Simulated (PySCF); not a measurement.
Al(H)(Me)(SiH3) (CH7AlSi), SMILES [CH3][AlH][SiH3].

Geometry: ωB97X-D3(BJ)/def2-SVP.

Level of theory: PySCF with TDA-CAM-B3LYP/def2-SVPD.

Vertical excitations. Gas-phase values at a fixed geometry.

Computed lowest excited states:
```csv
state,energy (eV),λ (nm),f,main pairs
S1,4.45,278,0.009,HOMO→LUMO 98 %
S2,5.20,239,0.001,HOMO−1→LUMO 98 %
S3,6.39,194,0.092,HOMO→LUMO+1 82 %
S4,6.92,179,0.146,HOMO→LUMO+2 73 %
S5,7.19,172,0.000,"HOMO−3→LUMO 82 %, HOMO→LUMO+4 13 %"
S6,7.30,170,0.068,"HOMO−1→LUMO+1 45 %, HOMO−2→LUMO 19 %, HOMO→LUMO+3 13 %, HOMO→LUMO+2 12 %"
S7,7.33,169,0.072,"HOMO−2→LUMO 35 %, HOMO−1→LUMO+1 35 %, HOMO→LUMO+3 13 %"
S8,7.35,169,0.019,HOMO→LUMO+4 76 %
S9,7.65,162,0.378,"HOMO→LUMO+3 40 %, HOMO−2→LUMO 34 %, HOMO→LUMO+5 6 %, HOMO→LUMO+6 6 %"
S10,7.87,158,0.040,HOMO→LUMO+5 72 %
T1,3.77,329,0,HOMO→LUMO 97 %
T2,4.83,257,0,HOMO−1→LUMO 96 %
T3,5.69,218,0,"HOMO→LUMO+1 45 %, HOMO→LUMO+2 23 %, HOMO→LUMO+3 13 %, HOMO→LUMO+5 11 %"
T4,6.12,202,0,"HOMO→LUMO+2 48 %, HOMO→LUMO+1 24 %, HOMO→LUMO+5 9 %, HOMO→LUMO+3 7 %"
```
Triplets are in the Tamm–Dancoff approximation.
